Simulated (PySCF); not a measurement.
**Shapes and spin states of MoO₂⁻**

Method: PySCF, PBE, basis Mo def2-SVPD with ECP28, O def2-SVPD (scalar-relativistic core potentials, no spin–orbit coupling, density fitting).

Relaxations began from a few typed shapes and spin states; open shells are unrestricted. The search is not exhaustive: other isomers or separated fragments can lie lower, and high-lying points may rest on an excited occupation.

Question: Order these stationary points by electronic energy, lowest first, in kJ/mol from the lowest minimum.
A. doublet (⟨S²⟩ 1.32) C2v: Mo–O 1.733 Å (×2); O–Mo–O 117.4°
B. broken-symmetry Ms = 1/2 (⟨S²⟩ 1.75) D∞h: Mo–O 1.801 Å (×2); O–Mo–O 180.0°
C. quartet (⟨S²⟩ 4.21) C2v: Mo–O 1.960 Å (×2), O–O 1.459 Å; Mo–O–O 68.1° (×2), O–Mo–O 43.7°
D. quartet D∞h: Mo–O 1.807 Å (×2); O–Mo–O 180.0°
E. broken-symmetry Ms = 1/2 (⟨S²⟩ 1.75) C2v: Mo–O 1.753 Å (×2); O–Mo–O 128.5°
F. broken-symmetry Ms = 1/2 (⟨S²⟩ 1.84) Cs: Mo–O 1.783 Å, O–O 1.341 Å; Mo–O–O 145.6°
G. quartet C2v: Mo–O 1.758 Å (×2); O–Mo–O 129.9°
H. broken-symmetry Ms = 1/2 (⟨S²⟩ 1.73) C2v: Mo–O 1.939 Å (×2), O–O 1.447 Å; Mo–O–O 68.1° (×2), O–Mo–O 43.8°

Answer: G (0.0), A (27.1), D (53.3), E (64.9), B (128.6), C (532.8), H (594.8), F (639.9).

Question: Which of them are minima?

Answer: By energy in kJ/mol, 0.0: minimum; 27.1: minimum; 53.3: saddle point, 2 imaginary modes; 64.9: minimum; 128.6: saddle point, 2 imaginary modes; 532.8: minimum; 594.8: minimum; 639.9: minimum.

For the lowest minimum: the highest occupied level lies above zero, a sign of self-interaction error or too small a basis; response properties are unreliable. Other spin states or occupations of the open shell can lie lower. The lowest empty level of this anion is unbound, so it and the gap depend on the basis.

The electron or spin density has lower symmetry than the nuclear frame for the broken-symmetry Ms = 1/2 (⟨S²⟩ 1.73) C2v at 594.8 kJ/mol.
